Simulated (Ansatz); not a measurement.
`CN(C)BF` and `C[N](C)[Ge][F]` differ in one atom or group.

Ansatz, PBE0-D4/def2-TZVP geometries, multiplicity 1. Each molecule was computed in one conformer, which needn't be the lowest.

Scalar relativity is left out up to krypton.

```json
{"property": "ideal-gas entropy at 298 K and 1 bar (rigid rotor, harmonic PBE0-D4/def2-TZVP) / J/(mol·K)", "`CN(C)BF`": "318"}
{"property": "HOMO energy (ωB97M-V/def2-TZVPP) / eV", "`CN(C)BF`": "-9.62"}
{"property": "size of the dipole moment (PBE/def2-TZVPP) / D", "`CN(C)BF`": "2.36"}
{"property": "HOMO energy (B3LYP/def2-TZVPP) / eV", "`CN(C)BF`": "-7.11"}
{"property": "HOMO–LUMO gap (PBE0/def2-TZVPP) / eV", "`CN(C)BF`": "8.11"}
{"property": "HOMO–LUMO gap (PBE/def2-TZVPP) / eV", "`CN(C)BF`": "5.88"}
```

What does the change do to each property? (Best estimate.)

Ansatz gave: 
| property | `C[N](C)[Ge][F]` | shift |
| --- | --- | --- |
| ideal-gas entropy at 298 K and 1 bar (rigid rotor, harmonic PBE0-D4/def2-TZVP) / J/(mol·K) | 344 | 26 |
| HOMO energy (ωB97M-V/def2-TZVPP) / eV | -9.20 | 0.42 |
| size of the dipole moment (PBE/def2-TZVPP) / D | 2.62 | 0.26 |
| HOMO energy (B3LYP/def2-TZVPP) / eV | -6.77 | 0.34 |
| HOMO–LUMO gap (PBE0/def2-TZVPP) / eV | 5.55 | -2.56 |
| HOMO–LUMO gap (PBE/def2-TZVPP) / eV | 3.61 | -2.27 |

With PBE0 the HOMO rises by 0.34 eV and the LUMO falls by 2.23 eV, so the gap narrows by about 2.57 eV. PBE moves the HOMO by 0.25 eV and ωB97M-V by 0.42 eV. The zero-point energy changes by -39.3 kJ/mol with -3 modes. Dipoles are sizes alone; their direction can turn.

B3LYP here is the variant with VWN-RPA as its local correlation; programs differ in this.
